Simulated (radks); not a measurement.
Values are calculated unless marked as measured or tabulated.
Q: The mean radii <r> (bohr) of the occupied orbitals of an atom or ion are listed with their occupations. Level of theory: scalar-relativistic Kohn-Sham, PBE, spin-unpolarised, spherical densities, point nucleus (a radial shooting solver on a logarithmic mesh with Libxc functionals).

| orbital | occ. | <r> |
|---|---|---|
| 1s | 2 | 0.01743 |
| 2s | 2 | 0.07361 |
| 2p | 6 | 0.06625 |
| 3s | 2 | 0.1901 |
| 3p | 6 | 0.1908 |
| 3d | 10 | 0.1728 |
| 4s | 2 | 0.4079 |
| 4p | 6 | 0.4277 |
| 4d | 10 | 0.4387 |
| 4f | 5 | 0.4286 |

Name the element and its charge.

A: Z = 77, iridium, charge +26: Ir26+ in [Kr] 4d10 4f5. The 1s radius gives Z: for a bare nucleus <r> = (2 gamma + 1)/(2Z) with gamma = sqrt(1 - (Z/c)^2), 0.01724 bohr for Z = 77, and screening makes it slightly larger (0.01743 here). The occupations add up to 51, and the charge is Z minus that.
